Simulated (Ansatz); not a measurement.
```xyz
10

C    -0.0124    0.1609   -1.7247
O    -0.6606    0.2047   -0.4671
Sn    0.3189   -0.1833    1.1601
S    -1.2428    0.0411    2.9146
Cl    2.1158    1.2571    1.3252
Cl    1.2438   -2.2929    1.0006
H     0.8019    0.8908   -1.7913
H    -0.7588    0.4079   -2.4828
H     0.3871   -0.8351   -1.9453
H    -2.1929    0.3487    2.0107
```

The species carries charge 0 and has multiplicity 1. Sn: def2 effective core potential.

Problem. List the PBE0/def2-TZVPP orbital energies in eV (Ansatz 0.2.0). (Estimate.)

Solution. Computed: Occupied: -2767.63, -2767.63, -2423.33, -523.18, -279.62, -259.46, -259.46, -218.66, -197.75, -197.74, -197.60, -197.60, -197.59, -197.59, -162.48, -162.44, -162.29, -141.81, -96.47, -96.46, -96.41, -30.72, -30.36, -30.29, -30.15, -30.13, -27.84, -23.15, -22.66, -21.03, -19.15, -14.86, -12.96, -12.89, -12.71, -11.85, -11.07, -10.42, -9.87, -9.52, -9.41, -9.32, -8.96, -8.55, -8.27. Lowest empty: -2.41, -0.29, 0.39, 0.44, 0.59, 1.81, 2.46, 2.69.
